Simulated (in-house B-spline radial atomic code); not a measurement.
LDA VWN5 excitations of N⁵⁺

Method: LDA VWN5. Computed with a B-spline radial code for spherical atoms: linear response of the closed shell 1s2 with the functional's adiabatic kernel; scalar-relativistic (spin-free one-electron X2C), finite nucleus, no spin-orbit coupling, no double excitations, S, P, D and F terms only.

Command:
```bash
python run_td.py task.json out
```
Settings (radii: box in bohr, nucleus in fm):
```
Z                        7
electrons                2
configuration            1s2
hamiltonian              x2c
method                   lda,vwn
box_radius               16.35
rms_radius               2.5582
intervals                73
```

Run time, properties included: 0.2 s on 1 thread of Arm Neoverse N1, with other jobs on the host.

The lowest states, in the order of their Tamm-Dancoff energies; the method's threshold (minus the highest occupied level) is 507.61 eV. Labels give the largest channel, * marks a mixed state, and oscillator strengths are full-response dipole values. Semilocal kernels can invert the small singlet-triplet splittings of Rydberg terms. Energies in eV:

```tsv
state	full response	Tamm-Dancoff	oscillator strength
1s → 2s 3S	?	?	-
1s → 2s 1S	408.29	408.38	-
1s → 2p 3P	410.14	410.16	-
1s → 2p 1P	413.53	413.56	0.596
1s → 3s 3S	464.68	464.69	-
1s → 3s 1S	466.06	466.08	-
1s → 3p 3P	466.89	466.90	-
1s → 3p 1P	467.78	467.79	0.12
1s → 3d 1D	468.97	468.97	-
1s → 3d 3D	469.06	469.06	-
1s → 4s 3S	484.27	484.28	-
1s → 4s 1S	484.82	484.82	-
1s → 4p 3P	485.18	485.18	-
1s → 4p 1P	485.54	485.54	0.0454
1s → 4d 1D	485.97	485.97	-
1s → 4d 3D	486.00	486.00	-
1s → 4f 1F	486.31	486.31	-
1s → 4f 3F	?	?	-
```

(1) Where does 1s → 4f 3F lie?

(2) Where does 1s → 2s 3S lie?

(3) How large is the singlet-triplet splitting of 1s → 2s (S terms) in Tamm-Dancoff?

(4) What polarisabilities and dispersion coefficient does the method give?

Results:

(1) At 486.32 eV in full response, 486.32 eV in Tamm-Dancoff.

(2) At 402.71 eV in full response, 402.73 eV in Tamm-Dancoff.

(3) 5.65 eV, from the unrounded values.

(4) Dipole 0.004859 bohr³, quadrupole 0.0004173 bohr⁵, C6 0.0003201 hartree·bohr⁶ for two such species.
